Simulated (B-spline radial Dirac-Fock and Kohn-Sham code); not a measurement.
## Binding energies of Sn²⁺

System: Sn²⁺, [Kr] 4d10 5s1 5p1 (an excited configuration); nuclear rms radius 4.6519 fm (A = 120).

The run's input, task.json:

```json
{"items": [{
  "Z": 50,
  "q": 2,
  "cfg": [[1, 0, 2], [2, 0, 2], [2, 1, 6], [3, 0, 2], [3, 1, 6], [3, 2, 10], [4, 0, 2], [4, 1, 6], [4, 2, 10], [5, 0, 1], [5, 1, 1]],
  "A": 120,
  "rrms": 4.6519,
  "do": ["binding"]
}]}
```

Run with: `python xray_run.py task.json out`

The computed values come from a radial finite-basis atomic code: Dirac-Fock ΔSCF + Breit + QED. No correlation. Energies are counted from the vacuum level. Subshells whose hole state is unreliable or did not converge are left out.

All terms are in eV, carry their sign (relaxation lowers the binding energy) and add up to the binding energy; ⟨r⟩ is the mean radius of the orbital in the initial state.

| subshell | −ε (Koopmans) | relaxation | Breit | QED | binding energy | ⟨r⟩ (bohr) |
| --- | --- | --- | --- | --- | --- | --- |
| 1s | 29389.0 | -64.84 | -63.66 | -32.30 | 29228.2 | 0.029 |
| 2s | 4544.6 | -34.45 | -5.87 | -3.99 | 4500.3 | 0.125 |
| 2p1/2 | 4233.5 | -37.84 | -9.94 | 0.31 | 4186.1 | 0.106 |
| 2p3/2 | 4001.9 | -36.67 | -6.54 | -0.13 | 3958.5 | 0.111 |
| 3s | 932.1 | -14.39 | -0.81 | -0.80 | 916.1 | 0.337 |
| 3p1/2 | 804.6 | -14.80 | -1.48 | 0.06 | 788.4 | 0.329 |
| 3p3/2 | 761.1 | -14.32 | -0.85 | -0.02 | 745.9 | 0.340 |
| 3d3/2 | 538.3 | -15.75 | -0.43 | 0.08 | 522.1 | 0.311 |
| 3d5/2 | 529.4 | -15.55 | -0.17 | 0.05 | 513.7 | 0.315 |
| 4p1/2 | 134.5 | -3.78 | -0.22 | 0.01 | 130.5 | 0.870 |
| 4p3/2 | 126.6 | -3.56 | -0.10 | 0.00 | 122.9 | 0.898 |
| 4d3/2 | 55.06 | -2.73 | -0.01 | 0.01 | 52.33 | 1.072 |
| 4d5/2 | 53.92 | -2.66 | 0.02 | 0.01 | 51.29 | 1.086 |
| 5s | 30.79 | -0.26 | -0.01 | -0.02 | 30.50 | 2.255 |
| 5p | 21.86 | -0.12 | -0.01 | 0.00 | 21.73 | 2.747 |

For the deepest level, K (1s), the Breit terms make up -0.218 % of the binding energy, QED -0.111 % and orbital relaxation -0.222 %.

Spin-orbit splittings: 2p 227.5 eV, 3p 42.52 eV, 3d 8.43 eV, 4p 7.58 eV, 4d 1.04 eV.
